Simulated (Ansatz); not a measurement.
Input file for Ansatz (a first-principles code): U-B3LYP/def2-TZVPP on ClGaH2 (SMILES [Cl][GaH2]), a point of a bond scan (R = 4.982 Å).

Ansatz 0.2 input:
```yaml
crystal:
  periodic: [false, false, false]
  atoms:
    - {symbol: Ga, position_ang: [-0.00289679, -0.23188832, -0.67116797]}
    - {symbol: H, position_ang: [-1.40910429, -0.31184703, -1.33456264]}
    - {symbol: H, position_ang: [1.39793515, -0.58224349, -1.25325605]}
    - {symbol: Cl, position_ang: [0.01742642, 1.39498687, 4.03759243]}
basis:
  gaussian:
    orbitals: def2-TZVPP
hamiltonian:
  xc: {name: B3LYP}
magnetization: {spin_polarized: true, initial_magnetization: 0}
```

Problem. Predict the final total energy.

Solution. -2386.2268 hartree. Its determinant has ⟨S²⟩ = 0.64, a mixture of spin states.

Problem. How many basis functions does it have, and what does it roughly cost on one machine?

Solution. 118 functions; around 50 core-seconds (rough).
